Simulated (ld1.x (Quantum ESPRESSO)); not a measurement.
cobalt: excitation energies, all-electron against ultrasoft

cobalt (Co), ultrasoft, made with ld1.x (Quantum ESPRESSO) 7.5 (LDA (PZ), non-relativistic). Core [Ar], reference 3d7 4s2 4p0. Waves: 4s (bound): rcut 1.95, rcutus 2.60 bohr; 4s channel at 0.85 Ry: rcut 1.95, rcutus 2.60 bohr; 4p (bound, empty): rcut 2.05, rcutus 2.75 bohr; 4p channel at 0.35 Ry: rcut 2.05, rcutus 2.75 bohr; 3d (bound): rcut 1.00, rcutus 1.35 bohr; 3d channel at 0.65 Ry: rcut 1.00, rcutus 1.35 bohr. Local part: all-electron potential smoothed inside 1.60 bohr (lloc = -1). Core correction: Bessel-smoothed model core inside 0.85 bohr. Augmentation charge: PSQ, inside the norm-conserving radii.

Energies are relative to the spin-unpolarised reference configuration 3d7 4s2 4p0; without spin polarisation the order of configurations can differ from experiment. Spin-polarised rows fill each open shell by Hund’s rule, majority spin first.

```tsv
valence configuration	charge	ΔE all-electron (eV)	error AE − PS (meV)
3d7 4s1 4p0	+1	9.143	-4.2
3d6 4s0 4p0	+3	62.395	-183
3d6 4s2 4p0	+1	15.820	-142
3d6 4s2 4p1	0	10.110	-153
3d7 4s0 4p2	0	8.829	-6.8
3d8 4s1 4p0	0	-1.581	-90
3d7 4s2 4p0 (spin-polarised)	0	-1.997	-12
3d7 4s1 4p0 (spin-polarised)	+1	6.564	-23
```

**Question.** What are ΔE and the potential's error for 3d7 4s0 4p0?

**Answer.** ΔE = 25.976 eV all-electron; the error (AE − PS) is -31 meV.
